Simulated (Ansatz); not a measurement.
Ansatz (a program for electronic structure) input for C₂H₄N, SMILES CC#[NH+], charge +1, PBE-D3(BJ)/def2-TZVP. 

Ansatz 0.2 input:
```yaml
crystal:
  periodic: [false, false, false]
  atoms:
    - {symbol: C, position_ang: [0.00000000, -0.00000000, -1.23747586]}
    - {symbol: C, position_ang: [-0.00000000, -0.00000000, 0.14859006]}
    - {symbol: N, position_ang: [0.00000000, 0.00000000, 1.29687380]}
    - {symbol: H, position_ang: [0.89066855, 0.51422773, -1.61463512]}
    - {symbol: H, position_ang: [-0.89066855, 0.51422773, -1.61463513]}
    - {symbol: H, position_ang: [-0.00000000, -1.02845545, -1.61463513]}
    - {symbol: H, position_ang: [-0.00000000, -0.00000000, 2.29910358]}
basis:
  gaussian:
    orbitals: def2-TZVP
hamiltonian:
  xc: pbe
  dispersion: d3bj
total_charge: 1
relax: {f_tol: 0.002, max_steps: 200}
```

It prints:

```
WARN ansatz: RAYON_NUM_THREADS=1 ignored (pool sized by the plan → 1); use --threads N
Functional definition: PBE
integrals: 0.03 GiB planned
691 factors; their error is unknown
mean field: 0.27 GiB planned
mean field evaluation 1: about -3603.0920 eV, gradient 8.5e1 eV
mean field evaluation 2: about -3593.4091 eV, gradient 1.0e2 eV
mean field evaluation 4: about -3617.4546 eV, gradient 7.9e0 eV
mean field evaluation 8: about -3617.5940 eV, gradient 7.2e-2 eV
mean field evaluation 16: about -3617.5725 eV, gradient 6.6e-5 eV
mean field -3617.57252077 eV, -132.9433380594 hartree, gradient 2.0e-5 eV, S^2 0.000000; 0 other end points of the search recorded, 0 dependent functions left out
the calculation of the forces begins
reference -3617.57255072 eV, -132.9433391603 hartree; 11, 11 occupied and 106, 106 virtual orbitals, 691 factors
relax step   1: F+E_penalty+E_count = -3617.66154691 eV  Δ(F+E_penalty+E_count) = +0.000e0 eV  max|allowed force component| = 1.302e0 eV/Å  Δτ_max = 0.0000 Å  (29 SCF iters, accepted)
these checks for a lower state are left out or cut short: starts, cluster_reference, orbital_swaps, neighbouring_geometries, increment
integrals: 0.03 GiB planned
691 factors; their error is unknown
mean field: 0.27 GiB planned
mean field -3617.60415529 eV, -132.9445006069 hartree, gradient 1.6e-5 eV, S^2 0.000000; 0 other end points of the search recorded, 0 dependent functions left out
the calculation of the forces begins
reference -3617.60418538 eV, -132.9445017125 hartree; 11, 11 occupied and 106, 106 virtual orbitals, 691 factors
relax step   2: F+E_penalty+E_count = -3617.69277357 eV  Δ(F+E_penalty+E_count) = -3.123e-2 eV  max|allowed force component| = 6.587e-1 eV/Å  Δτ_max = 0.0221 Å  (31 SCF iters, accepted)
these checks for a lower state are left out or cut short: starts, cluster_reference, orbital_swaps, neighbouring_geometries, increment
integrals: 0.03 GiB planned
691 factors; their error is unknown
mean field: 0.27 GiB planned
mean field evaluation 32: about -3617.6111 eV, gradient 6.6e-3 eV
mean field -3617.61111237 eV, -132.9447562748 hartree, gradient 1.7e-5 eV, S^2 0.000000; 0 other end points of the search recorded, 0 dependent functions left out
the calculation of the forces begins
reference -3617.61114254 eV, -132.9447573833 hartree; 11, 11 occupied and 106, 106 virtual orbitals, 691 factors
relax step   3: F+E_penalty+E_count = -3617.69953321 eV  Δ(F+E_penalty+E_count) = -6.760e-3 eV  max|allowed force component| = 1.384e-1 eV/Å  Δτ_max = 0.0108 Å  (32 SCF iters, accepted)
these checks for a lower state are left out or cut short: starts, cluster_reference, orbital_swaps, neighbouring_geometries, increment
integrals: 0.03 GiB planned
691 factors; their error is unknown
mean field: 0.27 GiB planned
mean field -3617.61083088 eV, -132.9447459303 hartree, gradient 1.7e-5 eV, S^2 0.000000; 0 other end points of the search recorded, 0 dependent functions left out
the calculation of the forces begins
reference -3617.61086105 eV, -132.9447470389 hartree; 11, 11 occupied and 106, 106 virtual orbitals, 691 factors
relax step   4: F+E_penalty+E_count = -3617.69932863 eV  Δ(F+E_penalty+E_count) = +2.046e-4 eV  max|allowed force component| = 1.171e-1 eV/Å  Δτ_max = 0.0055 Å  (32 SCF iters, rejected (line search))
these checks for a lower state are left out or cut short: starts, cluster_reference, orbital_swaps, neighbouring_geometries, increment
integrals: 0.03 GiB planned
691 factors; their error is unknown
mean field: 0.27 GiB planned
mean field -3617.61135059 eV, -132.9447650292 hartree, gradient 1.7e-5 eV, S^2 0.000000; 0 other end points of the search recorded, 0 dependent functions left out
the calculation of the forces begins
reference -3617.61138076 eV, -132.9447661379 hartree; 11, 11 occupied and 106, 106 virtual orbitals, 691 factors
relax step   5: F+E_penalty+E_count = -3617.69977467 eV  Δ(F+E_penalty+E_count) = -2.415e-4 eV  max|allowed force component| = 1.803e-2 eV/Å  Δτ_max = 0.0028 Å  (32 SCF iters, accepted)
these checks for a lower state are left out or cut short: starts, cluster_reference, orbital_swaps, neighbouring_geometries, increment
integrals: 0.03 GiB planned
691 factors; their error is unknown
mean field: 0.27 GiB planned
mean field -3617.61135075 eV, -132.9447650351 hartree, gradient 1.7e-5 eV, S^2 0.000000; 0 other end points of the search recorded, 0 dependent functions left out
the calculation of the forces begins
reference -3617.61138092 eV, -132.9447661439 hartree; 11, 11 occupied and 106, 106 virtual orbitals, 691 factors
relax step   6: F+E_penalty+E_count = -3617.69977815 eV  Δ(F+E_penalty+E_count) = -3.480e-6 eV  max|allowed force component| = 2.862e-3 eV/Å  Δτ_max = 0.0003 Å  (33 SCF iters, accepted)
these checks for a lower state are left out or cut short: starts, cluster_reference, orbital_swaps, neighbouring_geometries, increment
integrals: 0.03 GiB planned
691 factors; their error is unknown
mean field: 0.27 GiB planned
mean field evaluation 64: about -3617.6114 eV, gradient 6.6e-3 eV
mean field -3617.61135120 eV, -132.9447650514 hartree, gradient 1.7e-5 eV, S^2 0.000000; 0 other end points of the search recorded, 0 dependent functions left out
the calculation of the forces begins
reference -3617.61138137 eV, -132.9447661601 hartree; 11, 11 occupied and 106, 106 virtual orbitals, 691 factors
relax step   7: F+E_penalty+E_count = -3617.69977818 eV  Δ(F+E_penalty+E_count) = -3.671e-8 eV  max|allowed force component| = 1.410e-5 eV/Å  Δτ_max = 0.0000 Å  (32 SCF iters, accepted)
integrals: 0.03 GiB planned
691 factors; their error is unknown
mean field: 0.27 GiB planned
mean field -3617.61135120 eV, -132.9447650514 hartree, gradient 1.7e-5 eV, S^2 0.000000; 1 other end points of the search recorded, 0 dependent functions left out
the calculation of the forces begins
reference -3617.61138137 eV, -132.9447661601 hartree; 11, 11 occupied and 106, 106 virtual orbitals, 691 factors
Total energy: -3617.69980835 eV, -132.9480157920 hartree
Atom 0 at     0.000000    -0.000000    -1.263562 Å, force    -0.000000     0.000000    -0.000006 eV/Å
Atom 1 at     0.000000    -0.000000     0.164339 Å, force     0.000000    -0.000001     0.000009 eV/Å
Atom 2 at    -0.000000    -0.000000     1.313862 Å, force    -0.000000     0.000000    -0.000014 eV/Å
Atom 3 at     0.901495     0.520479    -1.627107 Å, force    -0.000008    -0.000004     0.000000 eV/Å
Atom 4 at    -0.901495     0.520479    -1.627107 Å, force     0.000008    -0.000004     0.000000 eV/Å
Atom 5 at     0.000000    -1.040958    -1.627106 Å, force    -0.000000     0.000009    -0.000000 eV/Å
Atom 6 at    -0.000000     0.000000     2.329866 Å, force     0.000000     0.000000     0.000011 eV/Å
Dipole moment:    -0.000000     0.000001     0.186365 e Å
```

Self-consistency was reached.

Cost: very roughly 14 core-seconds.
